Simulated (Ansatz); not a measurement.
Reaction (isomerisation): `F[CH2][SnH2][SiH3]` → `C[SiH2][SnH2][F]`

Isolated molecules relaxed with PBE0-D4/def2-TZVP in Ansatz; ΔE leaves out vibrations. CCSD(T)/CBS adds triple-zeta CCSD(T) − MP2 to the extrapolated MP2 energy (def2 sets, frozen cores). DFT in def2-TZVPP. B3LYP here is the variant with VWN-RPA as its local correlation; programs differ in this. Elements past krypton have def2 core potentials. For Sn outer-core shells are correlated without core-valence functions, which leaves a few kJ/mol of doubt a bond. Each species was taken in one conformer, which may not be the lowest.

```json
{"level": "PBE-D4", "ΔE (kJ/mol)": "-178.6"}
{"level": "B3LYP-D4", "ΔE (kJ/mol)": "-182.4"}
{"level": "CCSD/def2-TZVPP", "ΔE (kJ/mol)": "-177.4"}
{"level": "CCSD/CBS(def2)", "ΔE (kJ/mol)": "-187.1"}
```

**Question.** What does CCSD(T)/CBS give? (Estimate.)

**Answer.** Ansatz gave: -186.5 kJ/mol. The listed levels differ from it by 7.9, 4.1, 9.1, -0.6 kJ/mol.

Largest T1 diagnostic among the species: 0.013.
